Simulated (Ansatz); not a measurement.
Geometry optimisation, Ansatz, DFT PBE, scalar-relativistic, plane waves, PAW.

Input:

```yaml
crystal:
  lattice:
    - [5.32, 0.0, 0.0]
    - [2.66, 4.607255, 0.0]
    - [0.0, 0.0, 17.93696]
  atoms:
    - { symbol: Zn, position: [0.0, 0.0, 0.0557508] }
    - { symbol: Zn, position: [0.5, 0.0, 0.0557508] }
    - { symbol: Zn, position: [0.0, 0.5, 0.0557508] }
    - { symbol: Zn, position: [0.5, 0.5, 0.0557508] }
    - { symbol: Zn, position: [-0.1666667, 0.3333333, 0.1933706] }
    - { symbol: Zn, position: [0.3333333, 0.3333333, 0.1933706] }
    - { symbol: Zn, position: [-0.1666667, 0.8333333, 0.1933706] }
    - { symbol: Zn, position: [0.3333333, 0.8333333, 0.1933706] }
    - { symbol: Zn, position: [0.0, 0.0, 0.3309903] }
    - { symbol: Zn, position: [0.5, 0.0, 0.3309903] }
    - { symbol: Zn, position: [0.0, 0.5, 0.3309903] }
    - { symbol: Zn, position: [0.5, 0.5, 0.3309903] }
    - { symbol: S, position: [0.5072062, 0.7443518, 0.4374744] }
    - { symbol: H, position: [0.5837607, 0.8617153, 0.4932252] }
basis:
  ecutwfc: 420.0
kpoints:
  mp_grid: { grid: [4, 4, 1] }
hamiltonian:
  xc: pbe
scf:
  occupations: { method: fermi_dirac, width: 0.05 }
  lower_state_search: "off"
relax:
  f_tol: 0.03
  max_steps: 60
  adjacent_minimum: "off"
  constraints: [{ sites: [0, 1, 2, 3] }]
output:
  write_density: true
  write_potential: true
  elf: true
  volumetric_format: npy
```

Run as:

```bash
$ ansatz run input.yaml --threads 4 --pin off --max-ram 10240MiB --backend cpu --events-out ev --progress --plain --runs-dir out
```

Where does it end, and by what steps?

It converged. Limits of this set-up: coarse k mesh, thin slab, slab without dipole correction, odd electron count without spin, a typed lattice constant that wasn't relaxed here. After 8 steps the energy has fallen by 0.873 eV; H14 moved furthest, 1.24 Å.

| step | energy less start (eV) | largest force component (eV/Å) | accepted |
| --- | --- | --- | --- |
| 0 | 0.0000 | 1.228 | yes |
| 1 | -0.3255 | 1.112 | yes |
| 2 | -0.4862 | 1.215 | yes |
| 3 | -0.6596 | 0.942 | yes |
| 4 | -0.7846 | 0.545 | yes |
| 5 | -0.8355 | 0.318 | yes |
| 6 | -0.8623 | 0.150 | yes |
| 7 | -0.8700 | 0.066 | yes |
| 8 | -0.8729 | 0.026 | yes |

```xyz
14
Lattice="5.3200 0.0000 0.0000 2.6600 4.6073 0.0000 0.0000 0.0000 17.9370" Properties=species:S:1:pos:R:3
Zn 0.000 0.000 1.000
Zn 2.660 0.000 1.000
Zn 1.330 2.304 1.000
Zn 3.990 2.304 1.000
Zn -0.038 1.557 3.425
Zn 2.642 1.550 3.279
Zn 1.295 3.867 3.428
Zn 4.006 3.834 3.691
Zn -0.124 0.075 5.684
Zn 2.652 0.072 6.225
Zn 1.372 2.283 5.630
Zn 3.930 2.285 6.214
S 4.582 3.498 8.199
H 5.725 2.826 8.500
```

Whether the end is a true minimum wasn't checked by a vibrational analysis.

Time of the run: 85 s on 4 threads of Arm Neoverse V2, with other jobs on the host, peak memory 1.3 GiB.
